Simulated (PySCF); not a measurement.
**Two-dimensional NMR puzzle**

Compound of formula C8H13PSi. Correlations simulated from computed shifts and the bond graph:

HSQC (one-bond C–H):
```
  δH     δC
9.36  166.4
8.26  142.0
8.11  137.6
7.65  131.7
0.38    1.3
```

COSY cross peaks (H two or three bonds apart, from the bond graph; peaks can be absent where the dihedral angle is near 90°):
```
  δH    δH
9.36  8.11
8.26  7.65
8.11  7.65
```

HMBC (two and three bonds, from the bond graph):
```
  δH                          δC
9.36         184.5, 137.6, 131.7
8.26         184.5, 137.6, 131.7
8.11         166.4, 142.0, 131.7
7.65  184.5, 166.4, 142.0, 137.6
0.38                  184.5, 1.3
```

Carbons without hydrogens: δ 184.5.

PySCF calculation with coordinates at the GFN2-xTB level and GIAO PBE0/pcSseg-1 shieldings; in vacuum, a single conformation, non-relativistic Hamiltonian, averaged over atoms made equivalent by symmetry, fast rotation or ring inversion.

Shifts are taken against calculated references (same method and geometry level): TMS for ¹H (σref 31.72) and ¹³C (σref 186.93).

Exchangeable hydrogens are left out of these lists.

Task: Assemble the structure.

Result: `C[Si](C)(C)c1ccccp1`.

Atom-mapped SMILES (the numbers label the heavy atoms): `[CH3:1][Si:2]([CH3:3])([CH3:4])[c:5]1[cH:6][cH:7][cH:8][cH:9][p:10]1` (H(Xn): hydrogen on atom n).

1. δC 184.5 is C5, a substituted aromatic carbon.
2. δC 166.4 is C9, an aromatic CH (δH 9.36).
3. δC 142.0 is C6, an aromatic CH (δH 8.26).
4. δC 137.6 is C8, an aromatic CH (δH 8.11).
5. δC 131.7 is C7, an aromatic CH (δH 7.65).
6. δC 1.3 is C1/C3/C4, a methyl carbon bonded to Si (δH 0.38).
7. HMBC from δH 9.36 reaches the proton-free carbon C5.
8. HMBC from δH 8.26 reaches the proton-free carbon C5.
9. HMBC from δH 7.65 reaches the proton-free carbon C5.
10. HMBC from δH 0.38 reaches the proton-free carbon C5.
11. COSY links 9.36–8.11, 8.26–7.65, 8.11–7.65.

This is the structure that produced the data.

Shifts are as computed. Against solution values, carbons near 30 ppm lie about +3 ppm off and those near 130 ppm about +5 ppm. Of 1211 compounds with measured shifts, 218 miss one by over three times the rms of a fit or turn the order of signals round; such compounds aren't used in these exercises.
